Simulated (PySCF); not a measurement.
C₂H₃NOSi.
SMILES: `N#C[SiH2]C=O`

Torsions of this conformer, `[N:1]#[C:2][SiH2:3][CH:4]=[O:5]`: C2–Si3–C4–O5 -179°.

The closed-shell ground state was solved at several levels (PySCF, density fitting, gas phase, non-relativistic). One conformer (not necessarily the lowest) at the PBE0-D3(BJ)/def2-SVP geometry, without solvent, vibrations or thermal averaging.

```tsv
level	basis functions	HOMO (eV)	LUMO (eV)	gap (eV)	dipole (D)
PBE0/def2-SVP	89	-7.67	-2.21	5.46	1.43
PBE0/IGLO-III	214	-7.85	-2.49	5.36	1.50
PBE0/cc-pVDZ	89	-7.56	-2.10	5.46	1.48
PBE0/6-311+G(2d,p)	161	-7.87	-2.51	5.36	1.48
PBE0/cc-pVTZ	196	-7.77	-2.36	5.41	1.48
PBE0/pcSseg-0	55	-7.82	-2.25	5.57	1.47
PBE0/6-31G*	80	-7.59	-2.04	5.55	1.41
PBE0/def2-TZVP	179	-7.82	-2.44	5.38	1.48
B3LYP/def2-SVPD	131	-7.68	-2.77	4.91	1.46
```

(1) What might PBE0/aug-cc-pVDZ (146 basis functions) give for the same quantities?

(2) Over all these levels, which gives the widest orbital gap and which the narrowest?

(3) How much does the basis alone move the frontier levels among the 9 PBE0 rows (the withheld one included)?

(4) How far do the dipole and the HOMO energy spread over the levels?

Results:

(1) HOMO -7.84 eV, LUMO -2.47 eV, gap 5.37 eV, dipole 1.52 D.

(2) PBE0/pcSseg-0 (global hybrid, 25 % exact exchange) has the widest, 5.57 eV, and B3LYP/def2-SVPD (global hybrid, 20 % exact exchange) the narrowest, 4.91 eV. Functional and basis both differ between the two, so the spread mixes both effects.

(3) The HOMO by 0.31 eV and the LUMO by 0.47 eV. By rising basis size (HOMO, LUMO in eV): pcSseg-0 -7.82, -2.25; 6-31G* -7.59, -2.04; def2-SVP -7.67, -2.21; cc-pVDZ -7.56, -2.10; aug-cc-pVDZ -7.84, -2.47; 6-311+G(2d,p) -7.87, -2.51; def2-TZVP -7.82, -2.44; cc-pVTZ -7.77, -2.36; IGLO-III -7.85, -2.49.

(4) The dipole runs from 1.41 to 1.52 D (mean 1.47 D) and the HOMO from -7.87 to -7.56 eV.
